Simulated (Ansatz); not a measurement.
Input file for Ansatz (an electronic-structure program): R-B3LYP/def2-TZVPP on ZrGe, 2S+1 = 1, a spin state set in the input, which need not be the lowest, a point of a bond scan (R = 2.387 Å). Elements past Kr take the def2 small-core potentials; no spin–orbit coupling.

Ansatz 0.2 input:
```yaml
crystal:
  periodic: [false, false, false]
  atoms:
    - {symbol: Zr, position_ang: [0.00000000, 0.00000000, 0.00000000]}
    - {symbol: Ge, position_ang: [0.00000000, 0.00000000, 2.38689400]}
basis:
  gaussian:
    orbitals: def2-TZVPP
    pivot_positions_ang: [[0.00000000, 0.00000000, 0.00000000], [0.00000000, 0.00000000, 2.38689400]]
hamiltonian:
  xc: {name: B3LYP}
output: {forces: true, orbitals: {seedname: ./end}}
```

**Question.** Give the final energy of this run.

**Answer.** -2123.9690 hartree.
